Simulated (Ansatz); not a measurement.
Consider the formal exchange of groups at a Ga–Si bond: `[OH][GaH][SiH2]F` + `[GaH3]` → `[OH][GaH][GaH2]` + `F[SiH3]`.

Isolated molecules relaxed with PBE0-D4/def2-TZVP in Ansatz; ΔE leaves out vibrations. CCSD(T)/CBS is the MP2 limit (def2-TZVPP, def2-QZVPP) plus CCSD(T) − MP2 in def2-TZVPP, frozen cores. This one scheme is used for every species. Functionals use def2-TZVPP. B3LYP here is the variant with VWN-RPA as its local correlation; programs differ in this. HSE06 is defined as in plane-wave codes. For Ga outer-core shells are correlated without core-valence functions, which leaves a few kJ/mol of doubt a bond. Scalar relativity is left out up to krypton. Each species was taken in one conformer, which may not be the lowest.

`[OH][GaH][SiH2]F`:

Z-matrix (Å, degrees):
```
Si
Ga 1 2.420
F 1 1.613 2 107.9
H 1 1.488 2 113.0 3 -118.6
H 1 1.488 2 113.0 3 118.6
O 2 1.790 1 116.0 3 -0.1
H 2 1.562 1 130.5 3 179.9
H 6 0.960 2 113.9 1 0.0
```

`[GaH3]`:

```xyz
4

Ga    0.000    0.000   -0.001
H     1.203    0.851    0.538
H    -1.463    0.333    0.456
H     0.261   -1.185   -0.994
```

`[OH][GaH][GaH2]`:

Cartesian coordinates in Å:
```
O -0.750 -1.633 0.903
Ga 0.181 -0.759 -0.366
Ga 0.166 1.679 -0.029
H -0.760 -2.586 0.791
H 0.837 -1.691 -1.460
H 1.275 2.399 0.827
H -0.948 2.592 -0.665
```

`F[SiH3]`:

Cartesian coordinates in Å:
```
F -0.998 -1.102 0.471
Si 0.026 0.029 -0.012
H -0.011 0.089 -1.492
H 1.382 -0.337 0.461
H -0.399 1.322 0.573
```

| level | ΔE (kJ/mol) | difference from CCSD(T)/CBS |
| --- | --- | --- |
| LDA (SPW92) | -26.5 | 12.7 |
| PBE-D4 | -29.0 | 10.2 |
| revPBE-D4 | -27.4 | 11.8 |
| BLYP-D4 | -33.8 | 5.4 |
| r2SCAN-D4 | -31.3 | 7.9 |
| B97M-V | -22.4 | 16.8 |
| PBE0-D4 | -31.5 | 7.7 |
| B3LYP-D4 | -35.7 | 3.5 |
| r2SCANh-D4 | -32.4 | 6.8 |
| r2SCAN0-D4 | -33.9 | 5.3 |
| HSE06-D4 | -31.6 | 7.6 |
| BHLYP-D4 | -39.1 | 0.1 |
| ωB97M-V | -34.4 | 4.8 |
| B2PLYP | -38.5 | 0.7 |
| PBE-QIDH | -35.7 | 3.5 |
| revPBE | -30.7 | 8.5 |
| BLYP | -36.5 | 2.7 |
| r2SCAN | -31.7 | 7.5 |
| PBE0 | -32.6 | 6.6 |
| B3LYP | -37.7 | 1.5 |
| r2SCANh | -32.8 | 6.4 |
| r2SCAN0 | -34.4 | 4.8 |
| HSE06 | -32.7 | 6.5 |
| BHLYP | -40.0 | -0.8 |
| CAM-B3LYP | -35.4 | 3.8 |
| LC-ωPBE | -28.9 | 10.3 |
| RPA@PBE/def2-TZVPP | -38.2 | 1.0 |
| HF/def2-SVP | -38.5 | 0.7 |
| MP2/def2-SVP | -37.6 | 1.6 |
| CCSD/def2-SVP | -37.4 | 1.8 |
| HF/def2-TZVPP | -42.2 | -3.0 |
| MP2/def2-TZVPP | -40.4 | -1.2 |
| SCS-MP2/def2-TZVPP | -40.9 | -1.7 |
| CCSD/def2-TZVPP | -39.0 | 0.2 |
| CCSD(T)/def2-TZVPP | -38.0 | 1.2 |
| HF/def2-QZVPP | -41.7 | -2.5 |
| MP2/def2-QZVPP | -41.0 | -1.8 |
| SCS-MP2/def2-QZVPP | -40.9 | -1.7 |
| MP2/CBS(def2) | -41.6 | -2.4 |
| CCSD/CBS(def2) | -40.2 | -1.0 |
| CCSD(T)/CBS | -39.2 | 0 |

(1) What do rigid-rotor, harmonic-oscillator terms from PBE0-D4/def2-TZVP frequencies (298.15 K, 1 bar) make of the CCSD(T)/CBS value? (Estimate.)

Largest T1 diagnostic among the species: 0.015.

Answers

(1) The calculation gave: ΔZPE = +4.4 kJ/mol, ΔH = -35.7 kJ/mol, ΔS = 8 J/(mol·K), ΔG = -38.0 kJ/mol.

From BLYP to BHLYP (50 % exact exchange), in def2-TZVPP and without D4, ΔE moves by −3.4 kJ/mol. Leaving LDA and LC-ωPBE aside and taking each functional with its dispersion term where it has one, the values spread over 16.7 kJ/mol, from BHLYP-D4 to B97M-V. LDA lies +3.8 kJ/mol from PBE without D4.
